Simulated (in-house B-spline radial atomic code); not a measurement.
## TDHF excitations of B+

Method: TDHF. Computed with a B-spline radial code for spherical atoms: linear response of the closed shell [He] 2s2 with bare exchange (time-dependent Hartree-Fock); non-relativistic, point nucleus, no spin-orbit coupling, no double excitations, S, P, D and F terms only.

The program warns: unstable towards triplet excitations of multipole 1.

Command:
```bash
python run_td.py task.json out
```
Settings (radii: box in bohr, nucleus in fm):
```
Z                        5
electrons                4
configuration            [He] 2s2
hamiltonian              nr
method                   hf
box_radius               2.5
wall_radius              2.5
intervals                38
```

Run time, properties included: 0.1 s on 1 thread of Arm Neoverse N1 (shared host).

Confined states, up to the first strongly mixed one, which can leave gaps near the end. Labels give the largest channel, * marks a mixed state, and oscillator strengths are full-response dipole values. Energies in eV:

| state | full response | Tamm-Dancoff | oscillator strength |
| --- | --- | --- | --- |
| 2s → 2p 3P | imaginary | 1.564 | - |
| 2s → 2p 1P | ? | ? | ? |
| 2s → 3d 3D | 44.03 | 44.07 | - |
| 2s → 3d 1D | 47.75 | 47.79 | - |
| 2s → 3p 3P | 74.80 | 74.81 | - |
| 2s → 3p 1P | 76.42 | 76.43 | 1.42 |
| 2s → 4f 3F | 83.09 | 83.10 | - |
| 2s → 3s 3S | 83.50 | 83.55 | - |
| 2s → 4f 1F | 85.00 | 85.00 | - |
| 2s → 3s 1S | 88.08 | 88.11 | - |
| 2s → 4d 3D | 140.40 | 140.40 | - |
| 2s → 4d 1D | ? | ? | - |
| 2s → 4p 3P | 191.69 | 191.71 | - |
| 2s → 4p 1P | 193.45 | 193.47 | 0.0844 |
| 1s → 2p 3P | 194.46 | 194.49 | - |
| 1s → 2p 1P | 197.13 | 197.19 | 0.632 |

**Question.** Where does 2s → 2p 1P lie?

**Answer.** At 8.609 eV in full response, 9.485 eV in Tamm-Dancoff, oscillator strength 0.402.

**Question.** Where does 2s → 4d 1D lie?

**Answer.** At 141.94 eV in full response, 141.95 eV in Tamm-Dancoff.

**Question.** How large is the singlet-triplet splitting of 2s → 2p (P terms) in Tamm-Dancoff?

**Answer.** 7.92 eV, from the unrounded values.
